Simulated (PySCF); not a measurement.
C₂F₅, SMILES F[C](F)C(F)(F)F, multiplicity 2. Atoms are numbered in the order given.

```xyz
7

F      1.5009    -0.0020    -1.0899
C      0.8656     0.3543     0.0000
F      1.5009    -0.0020     1.0899
C     -0.6078     0.0200     0.0000
F     -0.8115    -1.2996     0.0000
F     -1.1811     0.5270     1.0818
F     -1.1811     0.5270    -1.0818
```
Charge 0, spin multiplicity 2.

Geometry: PBE0-D3(BJ)/def2-SVP.

Level of theory: PySCF with PBE/def2-TZVP.

ESP charges are fitted to the potential on shells at 1.4 to 2.0 van der Waals radii. Atomic charges (e):

| atom | Löwdin | ESP fit | meta-Löwdin | Mulliken spin |
|---|---|---|---|---|
| F1 | 0.27 | -0.03 | -0.19 | 0.07 |
| C2 | -0.48 | 0.05 | 0.39 | 0.81 |
| F3 | 0.27 | -0.03 | -0.19 | 0.07 |
| C4 | -0.79 | 0.35 | 0.71 | 0.02 |
| F5 | 0.23 | -0.10 | -0.25 | 0.03 |
| F6 | 0.25 | -0.12 | -0.24 | 0.00 |
| F7 | 0.25 | -0.12 | -0.24 | 0.00 |

### Question
Give the Mayer and Wiberg (Löwdin basis) orders of the bonds. (An estimate is asked for; the answer gives what the named calculation found.)

### Answer

| bond | Mayer | Wiberg |
|---|---|---|
| F1–C2 | 1.18 | 1.93 |
| C2–F3 | 1.18 | 1.93 |
| C2–C4 | 0.97 | 1.19 |
| C4–F5 | 1.17 | 1.79 |
| C4–F6 | 1.19 | 1.82 |
| C4–F7 | 1.19 | 1.82 |
